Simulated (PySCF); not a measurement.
Dipole moment and polarisability of `[SiH3]O[SiH2][SiH2]O[SiH3]`

Compound: H10O2Si4.
SMILES with atom numbers: `[SiH3:1][O:2][SiH2:3][SiH2:4][O:5][SiH3:6]` (hydrogens: H7, H8, H9 on Si1; H10, H11 on Si3; H12, H13 on Si4; H14, H15, H16 on Si6)

Cartesian coordinates in Å at the PBE0-D3(BJ)/def2-SVP level; atoms count from 1:
```
atom  x, y, z in Å
Si1    3.7998   -0.3912    0.6272
O2     2.3024   -0.4999   -0.0700
Si3    0.9673    0.2625   -0.7073
Si4   -0.8781   -0.4359    0.5554
O5    -2.2283    0.3298   -0.0514
Si6   -3.8665    0.5107    0.1343
H7     4.4206   -1.7457    0.6231
H8     3.6824    0.0912    2.0366
H9     4.6669    0.5576   -0.1361
H10    1.1292    1.7507   -0.6416
H11    0.8179   -0.1216   -2.1439
H12   -1.0453   -1.9222    0.4729
H13   -0.6897   -0.0861    2.0004
H14   -4.3339    1.5420   -0.8333
H15   -4.1869    0.9489    1.5271
H16   -4.5653   -0.7820   -0.1375
```

Level: PBE0/def2-SVPD (PySCF), static field, nuclei fixed, core orbitals frozen in the response. The polarisability tensor in these axes (au):

```
x   139.21  -1.41  -1.65
y    -1.41 103.81  -3.57
z    -1.65  -3.57 107.05
```

What are the eigenvalues, a third of the trace, and Δα (Δα² = ½Σ(αi − αj)² over the three pairs)?

Principal values 101.39, 109.34 and 139.34 au; mean 116.69 au = 17.29 Å³ = 19.24 × 10⁻⁴⁰ C²·m²/J; Δα = 34.66 au (30 % of the mean).

What is the dipole moment, and where does it point?

(-0.04, 0.15, 0.25) D, 0.29 D in size, pointing from the negative to the positive side. Measured along this direction, the outermost atoms are H11 at the negative end and H15 at the positive end.

Give the eigenvalues of the traceless quadrupole moment Θ = ½Σq(3rr − r²1), origin at the centre of nuclear charge.

-2.10, -1.45, 3.54 D·Å. The values depend on the origin, since the dipole doesn't vanish. The electronic extent ⟨r²⟩ about the same centre is 2626 bohr², a root-mean-square distance of 2.99 Å for the 82 electrons.

What would n − 1 = 2πNα be for an ideal gas of these molecules at 400 K and 1 atm, electronic part alone?

N = p/kT = 1.8347 × 10¹⁹ cm⁻³, so n − 1 = 2π × N × 17.29 × 10⁻²⁴ cm³ = 1993 × 10⁻⁶ at long wavelengths.

Molar refractivity from α?

Lorentz–Lorenz: R = (4π/3)N_A α = 2.5225 cm³/(mol·Å³) × 17.29 Å³ = 43.6 cm³/mol, in the limit of long wavelengths.

Isolated species at its PBE0-D3(BJ)/def2-SVP geometry (one conformer only).
